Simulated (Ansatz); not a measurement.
Basis-set extrapolation for `[SiH3][SiH2][SiH2][SiH3]` (PBE0-D4/def2-TZVP geometry, frozen core, Ansatz). Multiplicity 1, RHF reference.

|  | def2-TZVPP | def2-QZVPP |
| --- | --- | --- |
| HF | -1161.581062 | -1161.616693 |
| MP2 correlation | -0.513711 | -0.550704 |
| CCSD(T) correlation | -0.624085 | not run |

Energies in hartree. Use E(X) = E(∞) + A·exp(−7.88·√X) for Hartree–Fock and E(X) = E(∞) + B·X^(−2.97) for correlation, with X = 3 and 4, and add CCSD(T) minus MP2 of the smaller set to the MP2 limit.

What is the CCSD(T) energy at the basis-set limit?

HF limit: -1161.616693 + (-0.035631) × 0.13774 = -1161.62160. MP2 limit: -0.550704 + (-0.036993) × 0.74074 = -0.57811. Higher-order term: -0.624085 − (-0.513711) = -0.11037. Total: -1162.31008 hartree, 275.5 kJ/mol below CCSD(T)/def2-TZVPP.
